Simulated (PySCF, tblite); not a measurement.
Isomers of C6H9OP. Level: GFN2-xTB in tblite, geometry and Hessian alike; calculated harmonic values, unscaled, isolated species. The method is semi-empirical: single wavenumbers can be off by several per cent or more. Modes of hydrogen on phosphorus can be 10 to 20 % off. One conformer each.

Electronic energies: PBE0/pcSseg-1 single points on the GFN2-xTB geometries (PySCF, gas phase).

| SMILES | electronic energy, lowest = 0 (kcal/mol) |
| --- | --- |
| C#CP(C)CC(C)=O | 33.5 |
| COc1c[pH]c(C)c1 | 14.8 |
| C=C/C=P/CC(C)=O | 19.2 |
| C=CP1(=O)CC=CC1 | 0.0 |

Problem. How do GFN2-xTB zero-point energies change the relative energies?

Solution. 
```json
{"SMILES": "C=CP1(=O)CC=CC1", "ZPE (kcal/mol)": "83.1", "of it from modes above 1550 cm⁻¹": "43.7", "electronic (kcal/mol)": "0.0", "with ZPE, lowest = 0 (kcal/mol)": "0.0", "lowest mode (cm⁻¹)": "63", "rings": "1"}
{"SMILES": "COc1c[pH]c(C)c1", "ZPE (kcal/mol)": "82.4", "of it from modes above 1550 cm⁻¹": "42.3", "electronic (kcal/mol)": "14.8", "with ZPE, lowest = 0 (kcal/mol)": "14.2", "lowest mode (cm⁻¹)": "61", "rings": "1"}
{"SMILES": "C=C/C=P/CC(C)=O", "ZPE (kcal/mol)": "82.4", "of it from modes above 1550 cm⁻¹": "43.9", "electronic (kcal/mol)": "19.2", "with ZPE, lowest = 0 (kcal/mol)": "18.5", "lowest mode (cm⁻¹)": "38", "rings": "0"}
{"SMILES": "C#CP(C)CC(C)=O", "ZPE (kcal/mol)": "80.7", "of it from modes above 1550 cm⁻¹": "44.8", "electronic (kcal/mol)": "33.5", "with ZPE, lowest = 0 (kcal/mol)": "31.2", "lowest mode (cm⁻¹)": "39", "rings": "0"}
```

The zero-point energies span 2.4 kcal/mol, from `C#CP(C)CC(C)=O` to `C=CP1(=O)CC=CC1`. The order is unchanged.

Problem. And how do the electronic energies of GFN2-xTB itself compare?

Solution. `C=CP1(=O)CC=CC1` 0.0; `COc1c[pH]c(C)c1` 21.6; `C=C/C=P/CC(C)=O` 43.3; `C#CP(C)CC(C)=O` 54.3 kcal/mol, lowest = 0. Against the energies above, taken from the same isomer `C=CP1(=O)CC=CC1`, the largest difference is 24.1 kcal/mol.

Problem. What do entropy and thermal enthalpy add at 298.15 K and 1 bar (rigid rotor, harmonic oscillator, one conformer each)?

Solution. 
```csv
SMILES,point group,symmetry number,S (cal/(mol K)),H − H(0) (kcal/mol),ZPE + H − H(0) − TS (kcal/mol)
C=CP1(=O)CC=CC1,Cs,1,91.2,6.06,61.9
COc1c[pH]c(C)c1,C1,1,93.1,6.31,61.0
C=C/C=P/CC(C)=O,C1,1,100.0,6.91,59.5
C#CP(C)CC(C)=O,C1,1,103.5,7.48,57.4
```
